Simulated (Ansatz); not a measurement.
B2F4, SMILES FB(F)B(F)F (connectivity only; charge and spin as stated), charge +1, multiplicity 2.

Geometry optimised at PBE0-D3(BJ)/def2-SVP. The multiplicity is an assumed one; other spin states were not compared. One conformer was computed; it need not be the lowest.

Two levels are set side by side: PBE/def2-SVPD (Ansatz, an electronic-structure program) and PBE0/def2-SVPD (Ansatz). Energy differences of separate SCF runs at the same geometry; the states with an electron removed or added have multiplicity 1 and 1. Differences are taken from unrounded values.

| quantity | PBE0 |
|---|---|
| vertical ionisation energy (eV) | 19.36 |
| vertical electron affinity (eV) | 9.88 |

Q: What does PBE give, and how far is it from PBE0? (The exact figures need the calculation; the answer reports its results.)

A: 
```json
[
 {"quantity": "vertical ionisation energy (eV)", "PBE": "18.68", "PBE minus PBE0": "-0.69"},
 {"quantity": "vertical electron affinity (eV)", "PBE": "9.60", "PBE minus PBE0": "-0.28"}
]
```
